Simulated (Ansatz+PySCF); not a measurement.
A calculation with Ansatz (development build ahead of 0.2.0).

```yaml
crystal:
  periodic: [false, false, false]
  atoms:
    - { symbol: Ti, position_ang: [0.0, 0.0, -0.41991] }
    - { symbol: O, position_ang: [0.0, 1.43167, 0.57738] }
    - { symbol: O, position_ang: [0.0, -1.43167, 0.57738] }
basis:
  gaussian: { orbitals: def2-SVP }
hamiltonian:
  xc: hf
correlation:
  method: mp2
  frozen_orbitals: { O: 1, Ti: 5 }
scf:
  omitted_lower_state_checks: [starts, atomic_configurations, cluster_reference, orbital_swaps, given_window_search, neighbouring_geometries, increment]
```

The input is written out in the form of the current development build from the run's settings.

The run gave:

```
Converged                       : yes
Reference energy                : -997.81884 hartree
Correlation energy              : -0.78255 hartree
Total energy                    : -998.60139 hartree
Spin squared of the determinant : 0.000
Stability test                  : minimum among restricted orbitals
```

Messages of the program:
```
unlike orbitals would lower it
```

Caution: large share of triples, a single reference is doubtful; another spin multiplicity may lie lower; an unrestricted determinant lies well below.
